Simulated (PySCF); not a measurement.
# Antimony: a sound run and one with changed settings

Sound run: Sb⁺ [Kr] 4d10 5s2 5p2, Sb²⁺ [Kr] 4d10 5s2 5p1. Calculation: PySCF 2.14, in def2-SVP with the def2 core potential (28 electrons) (4s4p2d, 26 functions); scalar relativity through the core potential. The sound run starts from symmetry-adapted Hartree-Fock orbitals and uses a fine grid where one is needed.

Changed run: basis STO-3G, all-electron and non-relativistic. This setting is unsound on purpose.

```
species  method  sound run (hartree)  changed run (hartree)  converged
    Sb⁺     UHF           -238.95749            -6251.13175        yes
    Sb⁺     PBE           -239.87242            -6252.48818        yes
    Sb⁺   B3LYP           -239.95983            -6253.10821        yes
   Sb²⁺     UHF           -238.36966            -6250.58887        yes
   Sb²⁺     PBE           -239.26641            -6251.91685        yes
   Sb²⁺   B3LYP           -239.35270            -6252.53838        yes
```

Ionisation energy of Sb⁺:

```csv
method,sound run (eV),changed run (eV)
UHF,15.995,14.773
PBE,16.490,15.546
B3LYP,16.521,15.506
```

A minimal basis cannot let orbitals breathe on ionisation and holds almost no correlation. The Hamiltonian changed with the basis, so the totals do not compare.

For comparison, NIST gives 16.626 ± 0.025 eV between the lowest levels.
